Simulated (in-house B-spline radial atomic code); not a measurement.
RPBE excitations of neutral barium

Method: RPBE. Computed with an all-electron radial atomic-structure program (B-spline basis): linear response of the closed shell [Xe] 6s2 with the functional's adiabatic kernel; scalar-relativistic (spin-free one-electron X2C), finite nucleus, no spin-orbit coupling, no double excitations, S, P, D and F terms only; shells from n = 4 respond.

Spin-orbit coupling is strong here, so these LS terms don't match observed levels.

Command:
```bash
python run_td.py task.json out
```
Settings (radii: box in bohr, nucleus in fm):
```
Z                        56
electrons                56
configuration            [Xe] 6s2
hamiltonian              x2c
method                   rpbe,pbe
box_radius               75
rms_radius               4.8378
intervals                76
```

Cost of the run: 2.1 s on 1 thread of Arm Neoverse N1, on a shared host.

The lowest states, in the order of their Tamm-Dancoff energies; the method's threshold (minus the highest occupied level) is 3.183 eV. Labels give the largest channel, * marks a mixed state, and oscillator strengths are full-response dipole values. Measured ¹D terms are left out, since they can mix with doubly excited terms. Semilocal kernels can invert the small singlet-triplet splittings of Rydberg terms. Energies in eV:

```
     state  full response  Tamm-Dancoff  oscillator strength  measured (J-weighted term)
6s → 5d 3D          0.166         0.637                    -                       1.160
6s → 5d 1D              ?             ?                    -                           -
6s → 6p 3P          1.186         1.355                    -                       1.622
6s → 6p 1P              ?             ?                    ?                           ?
6s → 7s 3S          2.911         2.918                    -                           -
6s → 7s 1S          3.046         3.055                    -                           -
```

Q: Where does 6s → 6p 1P lie?

A: At 2.337 eV in full response, 2.457 eV in Tamm-Dancoff, oscillator strength 1.97; measured 2.239 eV.

Q: Where does 6s → 5d 1D lie?

A: At 1.175 eV in full response, 1.188 eV in Tamm-Dancoff.

Q: How large is the singlet-triplet splitting of 6s → 5d (D terms) in Tamm-Dancoff?

A: 0.551 eV, from the unrounded values.

Q: What polarisabilities and dispersion coefficient does the method give?

A: Dipole 286.3 bohr³, quadrupole 11210 bohr⁵, C6 5742 hartree·bohr⁶ for two such species. Recommended dipole value: 272 ± 10 bohr³ (Schwerdtfeger and Nagle, table of static dipole polarizabilities (2023 update)), which includes relativity and correlation.
